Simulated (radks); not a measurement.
The chlorine ion Cl+, 16 electrons, occupied as [Ne] 3s2 3p4. Method: non-relativistic Kohn-Sham, PBE, spin-polarised, spherical densities, point nucleus; open shells are filled with parallel spins first; computed with a radial shooting solver on a logarithmic mesh with Libxc functionals. Some entries of the table are withheld. Estimate them.

orbital  occ.  eigenvalue (eV)  <r^2> (bohr^2)  <1/r> (bohr^-1)
1s up       1        -2753.569         0.01123            16.55
1s down     1        -2753.217         0.01123            16.55
2s up       1        -263.7958          0.2366            3.286
2s down     1        -263.4719          0.2364            3.285
2p up       3        -204.4881          0.2068            3.200
2p down     3        -204.0262          0.2066            3.199
3s up       1         -32.8509           2.564              (1)
3s down     1         -30.5935           2.608              (2)
3p up       3         -20.3080           3.375           0.8004
3p down     1         -18.1991           3.538           0.7886

Answer. 
(1) 3s up <1/r> (bohr^-1): 0.9243
(2) 3s down <1/r> (bohr^-1): 0.9213
